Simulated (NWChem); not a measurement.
# C$_{2}$H$_{6}$OTe; SMILES CC[Te]O

```xyz
10

Te     0.2455    -0.5948     0.0421
C      0.6403     1.4734    -0.4584
C     -0.2325     2.4412     0.3124
H      0.4969     1.5670    -1.5443
H      1.7139     1.6098    -0.2477
H     -0.0304     2.4003     1.3936
H     -1.2963     2.2078     0.1530
H     -0.0632     3.4760    -0.0287
O     -1.7408    -0.4439    -0.2130
H     -2.1091    -0.2694     0.6621
```
Atoms are numbered in this order, from 1.

Results from NWChem. Coordinates come from a PBE0/def2-SVP optimisation. Not confirmed as a minimum by frequencies. def2 effective core potentials on Te; no spin-orbit coupling. Vertical excitations in the gas phase; the lowest state need not have the same character in each row.

### Question
Among these, which level gives the highest value of “lowest excitation, singlet (eV)”?
A. B3LYP/def2-SVP, TDA
B. BHandHLYP/def2-SVP, TDA
C. PBE/def2-SVP, TDA

### Answer
B, BHandHLYP/def2-SVP, TDA. Values: PBE/def2-SVP, TDA 3.00; B3LYP/def2-SVP, TDA 3.09; BHandHLYP/def2-SVP, TDA 3.24
